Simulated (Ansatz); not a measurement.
Start from `S[SiH](S)Cl` and change one atom or group to get `S[SiH](Cl)[O][GaH2]`.

Ansatz, PBE0-D4/def2-TZVP geometries, multiplicity 1. Each molecule was computed in one conformer, which needn't be the lowest.

Scalar relativity is left out up to krypton.

```tsv
property	`S[SiH](S)Cl`
HOMO–LUMO gap (ωB97M-V/def2-TZVPP) / eV	11.65
HOMO energy (ωB97M-V/def2-TZVPP) / eV	-10.10
ideal-gas entropy at 298 K and 1 bar (rigid rotor, harmonic PBE0-D4/def2-TZVP) / J/(mol·K)	349
HOMO–LUMO gap (PBE0/def2-TZVPP) / eV	7.54
LUMO energy (PBE0/def2-TZVPP) / eV	-0.38
zero-point energy (PBE0-D4/def2-TZVP) / kJ/mol	79.2
```

(1) What does the change do to each property? (An estimate is asked.)

Answers

(1) Ansatz gave: 
| property | `S[SiH](Cl)[O][GaH2]` | shift |
| --- | --- | --- |
| HOMO–LUMO gap (ωB97M-V/def2-TZVPP) / eV | 9.92 | -1.73 |
| HOMO energy (ωB97M-V/def2-TZVPP) / eV | -9.90 | 0.20 |
| ideal-gas entropy at 298 K and 1 bar (rigid rotor, harmonic PBE0-D4/def2-TZVP) / J/(mol·K) | 406 | 57 |
| HOMO–LUMO gap (PBE0/def2-TZVPP) / eV | 6.02 | -1.52 |
| LUMO energy (PBE0/def2-TZVPP) / eV | -1.67 | -1.29 |
| zero-point energy (PBE0-D4/def2-TZVP) / kJ/mol | 101.7 | 22.5 |

With PBE0 the HOMO rises by 0.23 eV and the LUMO falls by 1.29 eV, so the gap narrows by about 1.52 eV. PBE moves the HOMO by 0.22 eV and ωB97M-V by 0.20 eV. The zero-point energy changes by 22.5 kJ/mol with +6 modes. Modes under 60 cm⁻¹, often nearly free rotors, make the harmonic entropy too high.
